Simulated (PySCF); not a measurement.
Isomers of C9H11Cl, one GFN2-xTB conformer each. Single-point energies are computed at PBE0/pcSseg-1 (PySCF, gas phase, no added dispersion term), electronic only.

Question: Rank them by PBE0/pcSseg-1 energy, lowest first (kcal/mol).
A. `[CH3:1][CH2:2][C:3]#[C:4][C:5]1=[CH:6][C@@H:7]([Cl:8])[CH2:9][CH2:10]1` with C5–C6–C7–Cl8 -104°, C6–C7–C9–C10 -21°, C7–C9–C10–C5 20°, C4–C5–C10–C9 168°
B. `C#C[C@H]1[C@@H]2CCC[C@H]1[C@H]2Cl`

Answer: A (0.0), B (12.0).

As drawn, the lower has a C=C bond outside aromatic rings, which the higher lacks; the higher has a four-membered ring, which the lower lacks. GFN2-xTB itself gives, in the same order: 0.0, 0.9. Both levels put the same isomer lowest.

Which frontier levels, dipoles and rotational constants go with these structures?

```json
{"SMILES": "CCC#CC1=C[C@@H](Cl)CC1", "HOMO (eV, PBE0/pcSseg-1)": "-6.72", "LUMO (eV)": "-0.96", "dipole (D)": "2.85", "A, B, C (MHz)": "2776, 430.7, 396.2"}
{"SMILES": "C#C[C@H]1[C@@H]2CCC[C@H]1[C@H]2Cl", "HOMO (eV, PBE0/pcSseg-1)": "-7.70", "LUMO (eV)": "0.88", "dipole (D)": "1.55", "A, B, C (MHz)": "1726, 967.6, 790.2"}
```
